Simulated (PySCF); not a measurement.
C₂H₃N, charge -1, doublet, geometry from GFN2-xTB (a state made from the parent by changing its charge; the spin is typed, not shown lowest) (in this run its highest filled SCF level lies above zero, so its values depend strongly on the basis, on diffuse functions most of all). Base run: B3LYP/6-31G run with PySCF.

Input for PySCF:
```python
from pyscf import gto, scf, dft, solvent

mol = gto.Mole()
mol.atom = '''
    C    -1.147702    0.016102    0.008280
    C     0.346977   -0.398340    0.108332
    N     1.347631    0.284483   -0.095182
    H    -1.655971   -0.624788   -0.725576
    H    -1.636937   -0.144614    0.979074
    H    -1.336153    1.071447   -0.286891
'''
mol.basis = '6-31g'
mol.charge = -1
mol.spin = 1
mol.verbose = 4
mol.build()

mf = dft.UKS(mol)
mf.xc = 'b3lyp'
mf.kernel()
mf.analyze()
```

Variants of this job, named by their change:

| change | ΔE vs base (kcal/mol) |
|---|---|
| base | 0.000 |
| model = IEF-PCM; solvent = acetonitrile; lebedev_order = 41 | -69.6 |
| model = ddCOSMO; solvent = acetonitrile | -65.8 |
| model = IEF-PCM; solvent = chloroform | -55.54 |
| model = IEF-PCM; solvent = tetrahydrofuran | -61.37 |
| model = IEF-PCM; solvent = methanol | -69.3 |
| model = C-PCM; solvent = acetonitrile | -69.6 |
| model = IEF-PCM; solvent = acetonitrile; vdw_scale = 1.4 | -60.82 |
| model = IEF-PCM; solvent = acetonitrile; vdw_scale = 1.0 | -78.6 |
| model = IEF-PCM; solvent = acetonitrile; r_probe = 0.5 | -56.68 |
| model = SS(V)PE; solvent = acetonitrile | -67.5 |
| model = IEF-PCM; solvent = acetonitrile; vdw_scale = 1.1 | -74.3 |

The base is the gas phase, so ΔE is the electrostatic part of solvation at a fixed geometry, without cavity and dispersion terms.

Open shells are given as the SCF converged; they aren't shown to be the lowest states, and a large step between rows can be another state.

The gas-phase anion may not be bound at this level, which the solvent then changes.
